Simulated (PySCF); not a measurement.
An unknown gives this computed stick spectrum. Method: PySCF 2.14.0, density-fitted response routines, TDDFT CAM-B3LYP/def2-SVPD, vertical, gas phase, core orbitals frozen in the response. Geometries: PBE0-D3(BJ)/def2-SVP, one conformer each.

| state | E (eV) | λ (nm) | f |
| --- | --- | --- | --- |
| S1 | 4.54 | 273.0 | 0.044 |
| S2 | 5.01 | 247.7 | 0.0006 |
| S3 | 5.18 | 239.5 | 0.0023 |
| S4 | 5.60 | 221.3 | 0.059 |
| S5 | 5.76 | 215.2 | 0.011 |
| S6 | 5.93 | 209.0 | 0.0054 |
| S7 | 6.25 | 198.4 | 0.0098 |
| S8 | 6.49 | 191.1 | 0.015 |
| S9 | 6.63 | 187.0 | 0.035 |
| S10 | 6.65 | 186.5 | 0.0033 |

Triplets computed (Tamm–Dancoff): 4.14, 4.36, 4.55, 4.98 eV.

**Question.** Which structure fits?
A. `C=C(F)/C=C/C=C/F`
B. `F[CH2][AlH2-][n+]1ccccc1`
C. `FC1=C[C@@H](F)C=CC1`

**Answer.** B. Its S1, at 4.54 eV, is the lowest among the candidates; the nearest of the others has S1 at 4.93 eV. S1 is HOMO→LUMO (98%). Löwdin shares by element: HOMO carbon 37% or more, fluorine 20%, aluminium 19%, hydrogen 6% or more (atoms not listed hold the other 18%); LUMO carbon 49% or more, nitrogen 22% (atoms not listed hold the other 30%). At the same level the other candidates give, for their lowest levels:
- `FC1=C[C@@H](F)C=CC1`: 6.63 eV (f 0.033); 6.83 eV (f 0.011); 7.13 eV (f 0.058); 7.34 eV (f 0.012); 7.43 eV (f 0.004); T1 4.34 eV; HOMO -8.92, LUMO 0.82 eV
- `C=C(F)/C=C/C=C/F`: 4.93 eV (f 1.112); 6.25 eV (f 0.002); 6.41 eV (f 0.002); 6.52 eV (f 0.003); 6.84 eV (f 0.002); T1 2.54 eV; HOMO -7.63, LUMO -0.63 eV

Shape of the structure used: `[F:1][CH2:2][AlH2-:3][n+:4]1[cH:5][cH:6][cH:7][cH:8][cH:9]1`: F1–C2–Al3–N4 179°, C2–Al3–N4–C5 -83°.
